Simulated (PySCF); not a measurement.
B(Cl)(F)(SeH) (BClFHSe), SMILES ClB(F)[SeH]. Heavy atoms are numbered as in [B:1]([Cl:2])([F:3])[SeH:4]. Hydrogens are named by the atom that carries them.

Coordinates come from a PBE0-D3(BJ)/def2-SVP optimisation. One conformer was computed; it need not be the lowest.

These are PBE0/pcSseg-1 in PySCF values and carry that method's errors.

GIAO shieldings, no solvent; atoms alike by connectivity are averaged. δ = σ(ref) − σ: ¹¹B against BF3 (σ = 88.8 ppm); ³⁵Cl against HCl (σ = 945.9 ppm); ¹⁹F against CFCl3 (σ = 167.2 ppm); ⁷⁷Se against Me2Se (σ = 1740.1 ppm); ¹H against TMS (σ = 31.56 ppm), references at their B3LYP-D3(BJ)/def2-TZVP geometries, non-relativistic (without spin–orbit terms, shifts of atoms bonded to Cl or Br come out too high).

Estimate the chemical shifts. (An estimate is asked for; the answer gives what the named calculation found.)


```
nucleus      atoms  count  δ (ppm)
-------  ---------  -----  -------
¹¹B             B1      1     35.5
³⁵Cl           Cl2      1    198.1
¹⁹F             F3      1    -12.8
⁷⁷Se     Se4 (SeH)      1   -142.1
¹H        H on Se4      1     2.88
```
